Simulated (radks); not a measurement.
Problem. Ionisation of the nitrogen ion N3+, [He] 2s2, to [He] 2s1 as the strength of local exchange is varied. Method: scalar-relativistic Kohn-Sham, Slater X-alpha exchange (alpha = 2/3 is LDA exchange), no correlation, spin-polarised, spherical densities, finite nucleus; Fermi nuclear charge, rms radius 2.5582 fm; computed with a radial shooting solver on a logarithmic mesh with Libxc functionals.

alpha  E(N3+) (hartree)  exchange (hartree)  IE (eV)  -e of the level emptied (eV)  <r> of it (bohr)
0.597         -49.99655            -3.96151   72.905                   64.771 (2s)             1.122
0.667         -50.46234            -4.45018   74.108                   66.200 (2s)             1.113
0.789         -51.28022            -5.31398   76.230                   68.727 (2s)             1.097
0.973         -52.52831            -6.64590   79.493                   72.630 (2s)             1.073
?             -51.41503            -5.45706   76.581                   69.146 (2s)             1.094

Which alpha was used in the last row?

Solution. alpha = 0.809. NIST Atomic Spectra Database: 77.474 eV (measured). The Delta-SCF value meets it near alpha = 0.86.
